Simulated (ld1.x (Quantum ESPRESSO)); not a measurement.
## Pb: ultrasoft pseudisation with LDA (PZ), scalar-relativistic reference atom.

Input for ld1.x (Quantum ESPRESSO) 7.5:

```
&input
   title='Pb', zed=82., rel=1, dft='PZ', iswitch=3,
   config='[Xe] 4f14 5d10 6s2 6p1.5',
   nld=3, rlderiv=2.55, eminld=-4.0, emaxld=5.0, deld=0.02
 /
 &inputp
   pseudotype=3, tm=.true., lloc=-2, rcloc=1.40,
   nlcc=.true., rcore=1.00,
   file_pseudopw='Pb.UPF', file_wfcaegen='ae.wfc', file_wfcncgen='nc.wfc', file_beta='beta', file_chi='chi', file_wfcusgen='us.wfc'
 /
6
6S  1  0   2.00   0.00  1.55  1.85  0.0
6S  1  0   0.00  -0.80  1.55  1.85  0.0
6P  2  1   1.50   0.00  1.70  2.35  0.0
6P  2  1   0.00   1.95  1.70  2.35  0.0
5D  3  2  10.00   0.00  1.50  1.95  0.0
5D  3  2   0.00  -1.15  1.50  1.95  0.0
 &test
   configts(1)='5d10 6s2 6p1.5'
 /
```

Command:

```bash
ld1.x < Pb.in > Pb.out
```

The program printed (shortened: banner, matrices, multipoles, cross overlaps and the repeated all-electron block are left out):

```
Program LD1 v.7.5
     --------------------------- All-electron run ----------------------------

     Pb
     scalar relativistic calculation

     atomic number is 82.00
     dft =PZ   lsd =0 sic =0 latt =0  beta=0.20 tr2=1.0E-14
     Exchange-correlation= PZ
                           (   1   1   0   0   0   0   0)
     mesh =1281 r(mesh) =  98.81810 a.u. xmin = -7.00 dx = 0.01250
     1 Ry =  13.60569312 eV, c = 137.03599908

     n l     nl                  e(Ry)          e(Ha)          e(eV)
     1 0     1S 1( 2.00)     -6473.2474     -3236.6237    -88073.0180
     2 0     2S 1( 2.00)     -1158.1277      -579.0638    -15757.1299
     2 1     2P 1( 6.00)      -993.6718      -496.8359    -13519.5930
     3 0     3S 1( 2.00)      -278.1903      -139.0951     -3784.9715
     3 1     3P 1( 6.00)      -231.0510      -115.5255     -3143.6097
     4 0     4S 1( 2.00)       -63.1364       -31.5682      -859.0151
     4 1     4P 1( 6.00)       -47.6869       -23.8434      -648.8130
     3 2     3D 1(10.00)      -182.9345       -91.4672     -2488.9502
     5 0     5S 1( 2.00)       -10.8857        -5.4428      -148.1070
     5 1     5P 1( 6.00)        -6.5886        -3.2943       -89.6421
     4 2     4D 1(10.00)       -29.8135       -14.9068      -405.6336
     4 3     4F 1(14.00)       -10.0652        -5.0326      -136.9443
     5 2     5D 1(10.00)        -1.8344        -0.9172       -24.9588
     6 0     6S 1( 2.00)        -1.1611        -0.5806       -15.7977
     6 1     6P 1( 1.50)        -0.4989        -0.2494        -6.7879

     final scf error:  4.2E-15 reached in  26 iterations

     Etot =  -41741.208388 Ry,  -20870.604194 Ha, -567918.071914 eV

     Ekin =   47183.509030 Ry,   23591.754515 Ha,  641964.344322 eV
     Encl = -104230.561900 Ry,  -52115.280950 Ha,-1418129.039247 eV
     Eh   =   16056.107277 Ry,    8028.053639 Ha,  218454.468363 eV
     Exc  =    -750.262795 Ry,    -375.131398 Ha,  -10207.845352 eV

     normalization and overlap integrals

     s(1S/1S) =  1.000000  <r> =   0.0161  <r2> =    0.0004  r(max) =   0.0099
     s(2S/2S) =  1.000000  <r> =   0.0676  <r2> =    0.0054  r(max) =   0.0575
     s(2P/2P) =  1.000000  <r> =   0.0615  <r2> =    0.0046  r(max) =   0.0476
     s(3S/3S) =  1.000000  <r> =   0.1746  <r2> =    0.0349  r(max) =   0.1622
     s(3P/3P) =  1.000000  <r> =   0.1766  <r2> =    0.0362  r(max) =   0.1622
     s(4S/4S) =  1.000000  <r> =   0.3845  <r2> =    0.1668  r(max) =   0.3609
     s(4P/4P) =  1.000000  <r> =   0.4103  <r2> =    0.1912  r(max) =   0.3842
     s(3D/3D) =  1.000000  <r> =   0.1600  <r2> =    0.0299  r(max) =   0.1311
     s(5S/5S) =  1.000000  <r> =   0.8524  <r2> =    0.8144  r(max) =   0.7833
     s(5P/5P) =  1.000000  <r> =   0.9763  <r2> =    1.0758  r(max) =   0.8766
     s(4D/4D) =  1.000000  <r> =   0.4312  <r2> =    0.2146  r(max) =   0.3890
     s(4F/4F) =  1.000000  <r> =   0.4539  <r2> =    0.2468  r(max) =   0.3476
     s(5D/5D) =  1.000000  <r> =   1.3047  <r2> =    1.9843  r(max) =   1.0707
     s(6S/6S) =  1.000000  <r> =   2.2740  <r2> =    5.8560  r(max) =   1.9509
     s(6P/6P) =  1.000000  <r> =   3.1399  <r2> =   11.3297  r(max) =   2.5684

     ------------------------ End of All-electron run ------------------------

     --------------------- Generating US pseudopotential ---------------------

      Generating local potential from pseudized AE potential:
      Matching radius rcloc =   1.4000
      Enforcing V''(0)=0 (lloc=-2)

      Local pseudo, rcloc= 1.410 Estimated cut-off energy=    16.20 Ry

      Computing core charge for nlcc:

       r > 1.01 : true rho core
       r < 1.01 : rho core = a sin(br)/r    a=  20.97  b=   2.53

      Integrated core pseudo-charge :  12.14

      Wfc   6S  rcut= 1.558  Using Troullier-Martins method
      Wfc-us  6S rcutus= 1.856  Estimated cut-off energy=    12.58 Ry

      Wfc   6S  rcut= 1.558  Using Troullier-Martins method
      Wfc-us  6S rcutus= 1.856  Estimated cut-off energy=    13.02 Ry

      Wfc   6P  rcut= 1.679  Using Troullier-Martins method
      Wfc-us  6P rcutus= 2.324  Estimated cut-off energy=    13.53 Ry

      Wfc   6P  rcut= 1.679  Using Troullier-Martins method
      Wfc-us  6P rcutus= 2.324  Estimated cut-off energy=    18.24 Ry

      Wfc   5D  rcut= 1.482  Using Troullier-Martins method
      Wfc-us  5D rcutus= 1.951  Estimated cut-off energy=    31.51 Ry

      Wfc   5D  rcut= 1.482  Using Troullier-Martins method
      Wfc-us  5D rcutus= 1.951  Estimated cut-off energy=    40.29 Ry

     ------------------- End of pseudopotential generation -------------------

     Computing logarithmic derivative in   2.55244
     Computing logarithmic derivative in   2.55244
     Computing the partial wave expansion
     R is outside the sphere for l=    0 j= 0.00
     R is outside the sphere for l=    0 j= 0.00
     R is outside the sphere for l=    1 j= 0.00
     R is outside the sphere for l=    1 j= 0.00
     R is outside the sphere for l=    2 j= 0.00
     R is outside the sphere for l=    2 j= 0.00

     ---------------------- Testing the pseudopotential ----------------------

     Pb
     scalar relativistic calculation

     atomic number is 82.00   valence charge is 14.00
     dft =PZ   lsd =0 sic =0 latt =0  beta=0.20 tr2=1.0E-14
     mesh =1281 r(mesh) =  98.81810 xmin = -7.00 dx = 0.01250

     n l     nl             e AE (Ry)        e PS (Ry)    De AE-PS (Ry)
     3 2     5D   1(10.00)       -1.83444       -1.83444        0.00000
     1 0     6S   1( 2.00)       -1.16111       -1.16111        0.00000
     2 1     6P   1( 1.50)       -0.49890       -0.49890        0.00000

     eps = 5.4E-15  iter =  3

     Etot =  -41741.208388 Ry,  -20870.604194 Ha, -567918.071914 eV
     Etotps =  -143.872312 Ry,     -71.936156 Ha,   -1957.482522 eV

     Ekin =      38.894389 Ry,      19.447194 Ha,     529.185117 eV
     Encl =    -267.499388 Ry,    -133.749694 Ha,   -3639.514577 eV
     Ehrt =     102.793485 Ry,      51.396742 Ha,    1398.576607 eV
     Ecxc =     -42.384391 Ry,     -21.192195 Ha,    -576.669013 eV
     (Ecc =     -22.174825 Ry,     -11.087413 Ha,    -301.703869 eV)
     Epseu=      24.323593 Ry,      12.161797 Ha,     330.939343 eV

     ---------------------- End of pseudopotential test ----------------------
```

Note: ghost state, extra bound levels that the all-electron valence spectrum of the same l lacks: s at -48.9 eV. A true bound ghost makes a file unfit for plane-wave use.

Generation and configuration tests took about 2.7 s on one core of a shared server CPU.

Transferability test of the new file with ld1.x, input:

```
&input
   title='Pb', zed=82., rel=1, dft='PZ', iswitch=2,
   config='[Xe] 4f14 5d10 6s2 6p1.5'
 /
 &test
   file_pseudo='Pb.UPF', nconf=10,
   configts(1)='5d10 6s2 6p1.5',
   configts(2)='5d10 6s2 6p2',
   configts(3)='5d10 6s2 6p1',
   configts(4)='5d10 6s2 6p0',
   configts(5)='5d10 6s0 6p0',
   configts(6)='5d10 6s1 6p2',
   configts(7)='5d10 6s1 6p3',
   configts(8)='5d9 6s2 6p3',
   configts(9)='5d10 6s2 6p1.5', lsdts(9)=1,
   configts(10)='5d10 6s2 6p2', lsdts(10)=1
 /
```

```bash
ld1.x < Pb.test.in > Pb.test.out
```

Pseudopotential blocks of its output, shortened (energy terms left out):

```
     ---------------------- Testing the pseudopotential ----------------------

     n l     nl             e AE (Ry)        e PS (Ry)    De AE-PS (Ry)
     3 2     5D   1(10.00)       -1.83444       -1.83444        0.00000
     1 0     6S   1( 2.00)       -1.16111       -1.16111        0.00000
     2 1     6P   1( 1.50)       -0.49890       -0.49890        0.00000

     eps = 5.4E-15  iter =  3

     Etot =  -41741.208388 Ry,  -20870.604194 Ha, -567918.071912 eV
     Etotps =  -143.872312 Ry,     -71.936156 Ha,   -1957.482522 eV

     ---------------------- End of pseudopotential test ----------------------

          ---------------------- Testing the pseudopotential ----------------------

     n l     nl             e AE (Ry)        e PS (Ry)    De AE-PS (Ry)
     3 2     5D   1(10.00)       -1.56456       -1.56461        0.00004
     1 0     6S   1( 2.00)       -0.90579       -0.90580        0.00001
     2 1     6P   1( 2.00)       -0.27270       -0.27268       -0.00002

     eps = 7.5E-15  iter =  8

     Etot =  -41741.400205 Ry,  -20870.700103 Ha, -567920.681719 eV
     Etotps =  -144.064194 Ry,     -72.032097 Ha,   -1960.093216 eV
     dEtot_ae =      -0.191817 Ry
     dEtot_ps =      -0.191882 Ry,   Delta E=       0.000065 Ry

     ---------------------- End of pseudopotential test ----------------------

          ---------------------- Testing the pseudopotential ----------------------

     n l     nl             e AE (Ry)        e PS (Ry)    De AE-PS (Ry)
     3 2     5D   1(10.00)       -2.13330       -2.13331        0.00001
     1 0     6S   1( 2.00)       -1.43999       -1.44002        0.00003
     2 1     6P   1( 1.00)       -0.74626       -0.74633        0.00007

     eps = 8.8E-15  iter =  7

     Etot =  -41740.898017 Ry,  -20870.449008 Ha, -567913.849094 eV
     Etotps =  -143.561775 Ry,     -71.780887 Ha,   -1953.257449 eV
     dEtot_ae =       0.310371 Ry
     dEtot_ps =       0.310537 Ry,   Delta E=      -0.000166 Ry

     ---------------------- End of pseudopotential test ----------------------

          ---------------------- Testing the pseudopotential ----------------------

     n l     nl             e AE (Ry)        e PS (Ry)    De AE-PS (Ry)
     3 2     5D   1(10.00)       -2.79799       -2.79826        0.00027
     1 0     6S   1( 2.00)       -2.04893       -2.04918        0.00025
     2 1     6P   1( 0.00)       -1.28584       -1.28628        0.00044

     eps = 4.1E-15  iter = 12

     Etot =  -41739.886521 Ry,  -20869.943261 Ha, -567900.086994 eV
     Etotps =  -142.549568 Ry,     -71.274784 Ha,   -1939.485672 eV
     dEtot_ae =       1.321867 Ry
     dEtot_ps =       1.322744 Ry,   Delta E=      -0.000877 Ry

     ---------------------- End of pseudopotential test ----------------------

          ---------------------- Testing the pseudopotential ----------------------

     n l     nl             e AE (Ry)        e PS (Ry)    De AE-PS (Ry)
     3 2     5D   1(10.00)       -4.55200       -4.55338        0.00138
     1 0     6S   1( 0.00)       -3.56350       -3.56595        0.00245
     2 1     6P   1( 0.00)       -2.62723       -2.62930        0.00207

     eps = 5.2E-15  iter =  7

     Etot =  -41734.295370 Ry,  -20867.147685 Ha, -567824.015512 eV
     Etotps =  -136.954107 Ry,     -68.477054 Ha,   -1863.355558 eV
     dEtot_ae =       6.913018 Ry
     dEtot_ps =       6.918204 Ry,   Delta E=      -0.005186 Ry

     ---------------------- End of pseudopotential test ----------------------

          ---------------------- Testing the pseudopotential ----------------------

     n l     nl             e AE (Ry)        e PS (Ry)    De AE-PS (Ry)
     3 2     5D   1(10.00)       -2.25919       -2.25884       -0.00035
     1 0     6S   1( 1.00)       -1.52510       -1.52543        0.00033
     2 1     6P   1( 2.00)       -0.80767       -0.80765       -0.00002

     eps = 2.9E-15  iter = 10

     Etot =  -41740.192550 Ry,  -20870.096275 Ha, -567904.250727 eV
     Etotps =  -142.856027 Ry,     -71.428013 Ha,   -1943.655262 eV
     dEtot_ae =       1.015838 Ry
     dEtot_ps =       1.016285 Ry,   Delta E=      -0.000447 Ry

     ---------------------- End of pseudopotential test ----------------------

          ---------------------- Testing the pseudopotential ----------------------

     n l     nl             e AE (Ry)        e PS (Ry)    De AE-PS (Ry)
     3 2     5D   1(10.00)       -1.68845       -1.68819       -0.00026
     1 0     6S   1( 1.00)       -0.98777       -0.98811        0.00035
     2 1     6P   1( 3.00)       -0.32444       -0.32438       -0.00006

     eps = 7.3E-15  iter = 13

     Etot =  -41740.751868 Ry,  -20870.375934 Ha, -567911.860637 eV
     Etotps =  -143.415528 Ry,     -71.707764 Ha,   -1951.267662 eV
     dEtot_ae =       0.456520 Ry
     dEtot_ps =       0.456784 Ry,   Delta E=      -0.000264 Ry

     ---------------------- End of pseudopotential test ----------------------

          ---------------------- Testing the pseudopotential ----------------------

     n l     nl             e AE (Ry)        e PS (Ry)    De AE-PS (Ry)
     3 2     5D   1( 9.00)       -1.88407       -1.89438        0.01032  !
     1 0     6S   1( 2.00)       -1.05265       -1.05237       -0.00028
     2 1     6P   1( 3.00)       -0.34809       -0.34810        0.00001

     eps = 8.5E-15  iter = 12

     Etot =  -41739.986530 Ry,  -20869.993265 Ha, -567901.447691 eV
     Etotps =  -142.645188 Ry,     -71.322594 Ha,   -1940.786656 eV
     dEtot_ae =       1.221858 Ry
     dEtot_ps =       1.227124 Ry,   Delta E=      -0.005266 Ry

     ---------------------- End of pseudopotential test ----------------------

          ---------------------- Testing the pseudopotential ----------------------

     n l     nl             e AE (Ry)        e PS (Ry)    De AE-PS (Ry)
     3 2     5D   1( 5.00)       -1.83620       -1.83618       -0.00001
     1 0     6S   1( 1.00)       -1.18041       -1.18042        0.00002
     2 1     6P   1( 1.50)       -0.52197       -0.52200        0.00003
     3 2     5D   2( 5.00)       -1.82447       -1.82446       -0.00001
     1 0     6S   2( 1.00)       -1.13170       -1.13168       -0.00002
     2 1     6P   2( 0.00)       -0.46358       -0.46353       -0.00004

     eps = 1.9E-15  iter =  6

     Etot =  -41741.229610 Ry,  -20870.614805 Ha, -567918.360653 eV
     Etotps =  -143.893564 Ry,     -71.946782 Ha,   -1957.771672 eV
     dEtot_ae =      -0.021222 Ry
     dEtot_ps =      -0.021252 Ry,   Delta E=       0.000030 Ry

     ---------------------- End of pseudopotential test ----------------------

          ---------------------- Testing the pseudopotential ----------------------

     n l     nl             e AE (Ry)        e PS (Ry)    De AE-PS (Ry)
     3 2     5D   1( 5.00)       -1.56317       -1.56318        0.00001
     1 0     6S   1( 1.00)       -0.92567       -0.92569        0.00002
     2 1     6P   1( 2.00)       -0.29718       -0.29719        0.00000
     3 2     5D   2( 5.00)       -1.54940       -1.54943        0.00003
     1 0     6S   2( 1.00)       -0.86730       -0.86727       -0.00002
     2 1     6P   2( 0.00)       -0.22769       -0.22761       -0.00008

     eps = 5.0E-15  iter =  9

     Etot =  -41741.433433 Ry,  -20870.716717 Ha, -567921.133808 eV
     Etotps =  -144.097483 Ry,     -72.048741 Ha,   -1960.546128 eV
     dEtot_ae =      -0.225045 Ry
     dEtot_ps =      -0.225171 Ry,   Delta E=       0.000126 Ry

     ---------------------- End of pseudopotential test ----------------------
```
